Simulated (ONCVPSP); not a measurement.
# How hard is this Pd (Z = 46) ONCV potential?

ONCVPSP 4.0.1 input, shortened (lines: element, Z, core and valence counts, functional; n l f; lmax; l rc ep ncon nbas qcut; lloc lpopt rc5 dvloc0; l nproj debl; icmod fcfact rcfact), PBE, scalar-relativistic:

```
  Pd 46.00    6    4        4      upf
    1    0    2.00
    2    0    2.00
    2    1    6.00
    3    0    2.00
    3    1    6.00
    3    2   10.00
    4    0    2.00
    4    1    6.00
    4    2    9.00
    5    0    1.00
    2
    0    1.30    0.00    4    7    9.20
    1    1.70    0.00    4    7    7.90
    2    1.35    0.00    4    7    8.00
    4    3    1.00    4.00
    0    2    0.80
    1    2    3.30
    2    1    1.00
    3    3.25    1.70
```

Problem. For each optimised wave give the share of its norm inside rc, the residual kinetic energy above qcut (Ha) and the cutoffs (Ha) for errors of 10, 1, 0.1 and 0.01 mHa per electron.

Solution.

```tsv
wave	norm inside rc	residual KE	10 mHa	1 mHa	0.1 mHa	0.01 mHa
4s	0.867	1.2e-05	26.5	33.0	37.7	44.5
5s	0.031	4.4e-06	19.8	28.8	35.2	40.4
4p	0.944	5.7e-08	14.3	18.4	21.8	24.9
p projector 2	0.091	2.8e-06	11.9	15.7	18.9	24.6
4d	0.503	3.4e-04	22.7	29.1	48.8	91.1
```

The occupied waves need 33 Ha and 49 Ha for 1 and 0.1 mHa.
